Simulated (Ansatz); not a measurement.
`[CH3][Ti]([OH])([F])[F]`, relaxed with RKS PBE0-D4/def2-TZVP in the Gaussian-basis code of Ansatz from a PBE-D4/def2-SVP geometry. The force threshold is 0.005 eV/Å; the program also tests the step.

Charge 0, multiplicity 1.

Start:

```xyz
9

C    -1.111   -0.647    0.264
Ti    0.418    0.717    0.003
O     1.599   -0.100   -1.040
F    -0.281    2.124   -0.787
F     1.042    1.074    1.604
H    -0.718   -1.551    0.777
H    -1.909   -0.187    0.884
H    -1.526   -0.938   -0.723
H     2.486   -0.491   -0.982
```

Task: How much energy does the relaxation release, and in how many steps? (Estimate.)

Result: Computed: 2.39 kJ/mol, in 11 steps, 1 of them rejected.

Task: Which bonds change most? (An estimate is asked.)

Result: Ansatz gave: C1–Ti2 from 2.066 to 2.047 Å; C1–H6 from 1.111 to 1.093 Å; C1–H7 from 1.111 to 1.094 Å; C1–H8 from 1.110 to 1.093 Å.

Task: Give the relaxed structure. (Estimate.)

Result: Computed: 
```xyz
9

C    -1.112   -0.641    0.269
Ti    0.419    0.694    0.014
O     1.614   -0.139   -0.988
F    -0.288    2.088   -0.795
F     1.003    1.071    1.628
H    -0.741   -1.535    0.777
H    -1.892   -0.170    0.874
H    -1.518   -0.917   -0.708
H     2.514   -0.451   -1.069
```
